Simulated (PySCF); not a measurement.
PySCF 2.14 output of an unrestricted PBE0 calculation on a single atom or ion in dyall-av3z (19s12p3d2f, 84 functions), with no relativity, point nucleus:

```
SCF conv_tol = 1e-09
number electrons alpha = 8  beta = 6
    C. Adamo and V. Barone.,  J. Chem. Phys. 110, 6158 (1999)
    M. Ernzerhof and G. E. Scuseria.,  J. Chem. Phys. 110, 5029 (1999)
cycle= 1 E= -289.076103267524  delta_E= -0.00651  |g|= 0.0139  |ddm|= 0.269
cycle= 2 E= -289.076296233177  delta_E= -0.000193  |g|= 0.00428  |ddm|= 0.0773
cycle= 3 E= -289.076328939577  delta_E= -3.27e-05  |g|= 0.00165  |ddm|= 0.0357
cycle= 4 E= -289.076340196106  delta_E= -1.13e-05  |g|= 0.000481  |ddm|= 0.0249
cycle= 5 E= -289.076343517636  delta_E= -3.32e-06  |g|= 0.000166  |ddm|= 0.0161
cycle= 6 E= -289.076344019551  delta_E= -5.02e-07  |g|= 1.71e-05  |ddm|= 0.00886
cycle= 7 E= -289.076344020817  delta_E= -1.27e-09  |g|= 2.32e-06  |ddm|= 0.00055
cycle= 8 E= -289.07634402083  delta_E= -1.29e-11  |g|= 3.57e-07  |ddm|= 9.13e-05
converged SCF energy = -289.07634402083  <S^2> = 2.0058857  2S+1 = 3.0039212
```

The run itself started from symmetry-adapted Hartree-Fock orbitals and held the occupation by maximum overlap, on a logarithmic radial grid, so the iterations belong to that start.

Q: Which element, charge and spin multiplicity is this?

A: Si (silicon, neutral), multiplicity 3; the state was [Ne] 3s2 3p1 4s1, high-spin 3P determinant (an excited configuration).

The outer electron is Rydberg-like, and this basis confines it to a smaller radius and binds it less than a complete one would.
